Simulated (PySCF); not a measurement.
# Computed vibrations of [Bi(NH2)4]−

[Bi(NH2)4]− (singlet). PySCF 2.14.0, RKS PBE0, Bi def2-SVP with ECP60, N def2-SVP, H def2-SVP; non-relativistic Hamiltonian with scalar-relativistic core potentials where named; density fitting; no spin-orbit coupling. Central differences of gradients.

```xyz
13

Bi    0.2353    0.0000    0.0000
N    -0.4666    1.6109    1.6109
H    -0.0006    1.3569    2.4917
H    -0.0006    2.4917    1.3569
N    -1.0529   -1.2649    1.2649
H    -1.6430   -0.5554    1.7108
H    -1.6430   -1.7108    0.5554
N    -0.4666   -1.6109   -1.6109
H    -0.0006   -2.4917   -1.3569
H    -0.0006   -1.3569   -2.4917
N    -1.0529    1.2649   -1.2649
H    -1.6430    1.7108   -0.5554
H    -1.6430    0.5554   -1.7108
```

Run from Python with OMP_NUM_THREADS=2. Where DIIS fails, smearing, a level shift and second-order steps follow.
It took 2.1 min on 2 threads of Intel(R) Xeon(R) 6975P-C (Granite Rapids) (shared host).

(1) What are the harmonic wavenumbers and infrared intensities?

(2) Is this a minimum?

## Answers

(1) Modes are labelled in C2v; negative numbers are unstable modes, those under 60 cm⁻¹ near the noise; a finer grid moves soft modes by up to 10 cm⁻¹.
| cm⁻¹ | km/mol | symmetry |
| --- | --- | --- |
| 76 | 0.0 | a2 |
| 101 | 4.0 | b1 |
| 116 | 0.0 | a1 |
| 178 | 11.5 | b2 |
| 180 | 17.7 | a1 |
| 185 | 0.0 | a2 |
| 216 | 63.7 | b1 |
| 305 | 38.6 | b2 |
| 362 | 0.0 | a2 |
| 375 | 0.0 | a1 |
| 398 | 271.8 | b2 |
| 478 | 138.4 | b1 |
| 496 | 37.5 | a1 |
| 590 | 57.0 | a1 |
| 591 | 119.9 | b2 |
| 661 | 0.7 | b1 |
| 666 | 0.0 | a2 |
| 754 | 177.9 | b1 |
| 817 | 2.7 | a1 |
| 895 | 0.0 | a2 |
| 911 | 18.4 | b2 |
| 1520 | 8.4 | b1 |
| 1520 | 23.6 | a1 |
| 1527 | 0.0 | b2 |
| 1540 | 7.3 | a1 |
| 3410 | 71.0 | b2 |
| 3410 | 19.2 | a1 |
| 3457 | 1.7 | b1 |
| 3459 | 2.5 | a1 |
| 3500 | 0.0 | a2 |
| 3500 | 43.3 | b1 |
| 3563 | 0.0 | a2 |
| 3563 | 4.2 | b2 |

(2) Yes. Ideal gas at 298.15 K and 1 bar: S = 405.5 J/(mol K), Cp = 152.7 J/(mol K), H − H(0 K) = 29.0 kJ/mol (rigid rotor, harmonic modes, spin degeneracy alone).
